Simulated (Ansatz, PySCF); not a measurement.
H2O2Zn, charge +1, doublet, geometry from GFN2-xTB (such geometries of metal compounds can be far from the true shape) (a state made from the parent by changing its charge; the spin is typed, not shown lowest), atoms displaced at random by about 0.08 Å a coordinate. Base run: R2SCAN/STO-3G, gradient in PySCF.

The PySCF input:
```python
from pyscf import gto, scf, dft

mol = gto.M(
    atom='''
Zn    0.02924731    0.17078407    0.12332680
O     1.36323238   -0.10739331   -0.95780905
H     1.86202594    0.44109187   -1.44142195
O    -1.15854699   -0.51307524    0.97344846
H    -2.02567181   -0.24711866    1.52175917
''',
    basis='sto-3g',
    charge=1,
    spin=1,
    verbose=3,
)

mf = dft.UKS(mol)
mf.xc = 'r2scan'
mf.kernel()
g = mf.nuc_grad_method()
grad = g.kernel()
```

Programs used: Ansatz (a program for electronic structure), PySCF; a row that names a program was run with it.

The coordinate followed is x of atom 5.

Variants of this job, named by their change:

```
change                                                  dE/dx (Eh/bohr)  net force (Eh/bohr)
------------------------------------------------------  ---------------  -------------------
base                                                          -0.043959             0.001578
finite difference step (bohr) = 0.2; conv_tol = 1e-11         -0.039984                    -
code = ansatz                                                 -0.043944             0.000000
grids.level = 5; grid_response = off                          -0.043958             0.001933
finite difference step (bohr) = 1e-4; conv_tol = 1e-11        -0.043964                    -
grid_response = on                                            -0.043965             0.000000
grids.level = 5; grid_response = on                           -0.043958             0.000000
density fitting = on                                          -0.043957             0.001578
grids.level = 1; grid_response = on                           -0.043897             0.000000
finite difference step (bohr) = 1e-5; conv_tol = 1e-11        -0.043964                    -
grids.level = 1; grid_response = off                          -0.043930             0.004802
conv_tol = 1e-6                                               -0.043965             0.001565
```

The net force is zero for an exact gradient.

Open shells are given as the SCF converged; they aren't shown to be the lowest states, and a large step between rows can be another state.
